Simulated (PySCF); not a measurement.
How methods differ on the excitation energy of V

V [Ar] 3d3 4s2 (4F) → V [Ar] 3d4 4s1 (6D), as a difference of total energies. All numbers are calculated (PySCF 2.14, no relativity, point nucleus, in aug-cc-pVTZ (8s7p5d3f2g, 93 functions)). Correlated levels: valence: [Ar] frozen. The calculations carry no spin-orbit coupling.

```json
{"method": "UHF", "excitation energy (eV)": "0.224"}
{"method": "LDA", "excitation energy (eV)": "-0.962"}
{"method": "PBE", "excitation energy (eV)": "-0.841"}
{"method": "PBE0", "excitation energy (eV)": "-0.571"}
{"method": "r2SCAN", "excitation energy (eV)": "-0.756"}
{"method": "B2PLYP", "excitation energy (eV)": "0.112"}
{"method": "wB97X-V", "excitation energy (eV)": "-0.129"}
{"method": "r2SCAN0", "excitation energy (eV)": "-0.481"}
{"method": "M06", "excitation energy (eV)": "-0.087"}
{"method": "MP2 (valence)", "excitation energy (eV)": "0.217"}
{"method": "SCS-MP2 (valence)", "excitation energy (eV)": "1.010"}
```

These non-relativistic numbers lack the scalar-relativistic shift.

Errors of the correlated levels include the incompleteness of this basis and the frozen core.

For comparison: 0.245 eV (measured; NIST levels, between the centres of gravity of the two terms).
